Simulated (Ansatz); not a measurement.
Li₈Cl₈⁻ (started as a model of: 1x4x4 LiCl rock-salt block). Total charge -1; doublet. Geometry PBE0-D4/def2-SVP; atoms count from 1.

Cartesian coordinates in Å:
```
Li -3.361 2.850 -0.358
Cl -3.421 0.715 0.423
Li -2.985 -1.349 -0.437
Cl -2.983 -3.515 0.012
Cl -1.181 3.189 -0.912
Li -1.155 0.980 -0.122
Cl -0.750 -1.045 -1.279
Li -0.805 -3.198 -0.205
Li 0.805 3.199 0.204
Cl 0.751 1.046 1.280
Li 1.155 -0.979 0.124
Cl 1.180 -3.189 0.913
Cl 2.983 3.514 -0.015
Li 2.985 1.350 0.436
Cl 3.421 -0.715 -0.422
Li 3.360 -2.851 0.358
```

The highest occupied level of the relaxed charge -1 doublet lies above zero (up to 0.18 eV). By energy differences its removal costs 0.58 eV (each at its own geometry, to the charge 0 singlet, at PBE0-D4/def2-TZVP); self-interaction error and the lack of diffuse functions both raise the level.

Question: Estimate the Mulliken populations from the PBE0/def2-TZVP orbitals of Ansatz.

Answer: 
```
atom  charge (e)  spin (α − β)
 Li1        0.30          0.51
 Cl2       -0.73          0.00
 Li3        0.70          0.01
 Cl4       -0.72          0.00
 Cl5       -0.73          0.00
 Li6        0.71         -0.02
 Cl7       -0.75          0.00
 Li8        0.70          0.01
 Li9        0.70          0.01
Cl10       -0.75          0.00
Li11        0.71         -0.02
Cl12       -0.73          0.00
Cl13       -0.72          0.00
Li14        0.70          0.01
Cl15       -0.73          0.00
Li16        0.30          0.51
```
Mulliken values and Mayer orders depend strongly on the basis.

Question: Where does the spin sit?

Answer: Summed by element: Li 1.01, Cl -0.01, of 1 unpaired in all. Largest on single atoms: Li1 0.51, Li16 0.51, Li6 -0.02.
